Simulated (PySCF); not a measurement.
**Relaxation of doublet Cs3**

Method: PySCF, UPBE0, basis Cs def2-TZVP with ECP46 (scalar-relativistic core potentials, no spin–orbit coupling, density fitting). A (50,194) grid was used.

A hand-made obtuse triangle start, of C2v symmetry, held to at least that symmetry:

```xyz
3
charge 0 multiplicity 2, angstrom
Cs    0.0000   -2.0045    0.0000
Cs    3.9087    1.0022    0.0000
Cs   -3.9087    1.0022    0.0000
```

(1) What does it relax to?

(2) How much energy is released, and in how many steps?

Answers

(1) It ends at C2v with Cs–Cs 4.960 Å (×2), Cs–Cs 6.145 Å; Cs–Cs–Cs 51.7° (×2), Cs–Cs–Cs 76.6° (after a last refinement on a finer grid). A frequency run shows a minimum. Other isomers or separated fragments may lie lower.

(2) 2.9 kJ/mol in 10 steps.

Spin–orbit coupling, left out here, can matter for elements this heavy.
